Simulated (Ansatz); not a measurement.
A thermochemical cycle in electronic energies (no zero-point or thermal terms), species as SMILES, kcal/mol. Geometries: B3LYP-D3(BJ)/def2-TZVP minima from Ansatz (a quantum-chemistry and plane-wave program). Correlated levels leave the core frozen unless marked. Open shells are spin-unrestricted. No spin-orbit coupling. The frozen core is the preceding noble-gas configuration, with the filled d and f shells of earlier blocks. Non-relativistic. CBS marks a two-point X^-3 extrapolation of the correlation energy; Hartree-Fock from the larger set. Anions need diffuse functions, of which def2-TZVPD holds fewer than the aug- sets.

```json
[
 {"step": "bond energy D: [CH3][GeH2][CH3] -> [CH3][GeH][CH3] + H atom", "CCSD(T)/CBS(aug-cc-pVTZ,aug-cc-pVQZ) (Ansatz)": "90.2", "B3LYP-D3(BJ)/def2-TZVPD (Ansatz + dftd3)": "88.9"},
 {"step": "electron affinity EA, positive where the anion is bound: [CH3][GeH][CH3] + e- → [CH3][GeH-][CH3]", "CCSD(T)/CBS(aug-cc-pVTZ,aug-cc-pVQZ) (Ansatz)": "27.2", "B3LYP-D3(BJ)/def2-TZVPD (Ansatz + dftd3)": "28.5"},
 {"step": "ionisation of the H atom at the same level, IE", "CCSD(T)/CBS(aug-cc-pVTZ,aug-cc-pVQZ) (Ansatz)": "313.7", "B3LYP-D3(BJ)/def2-TZVPD (Ansatz + dftd3)": "315.1"}
]
```

Problem. Find the deprotonation energy A: [CH3][GeH2][CH3] [dimethylgermane] → [CH3][GeH-][CH3] + H+.

Solution. Breaking the bond, ionising the H atom and attaching the electron to the radical add up to the deprotonation, A = D + IE - EA. At CCSD(T)/CBS(aug-cc-pVTZ,aug-cc-pVQZ): A = D + IE - EA = 90.2 + 313.7 - 27.2 = 376.7. At B3LYP-D3(BJ)/def2-TZVPD: A = D + IE - EA = 88.9 + 315.1 - 28.5 = 375.5. The functional differs from the first level by -1.3 in D, +1.3 in EA and -1.2 in A; for EA and A the gap mixes functional and basis. The site is the one shown; other sites or isomers of the anion may lie lower.
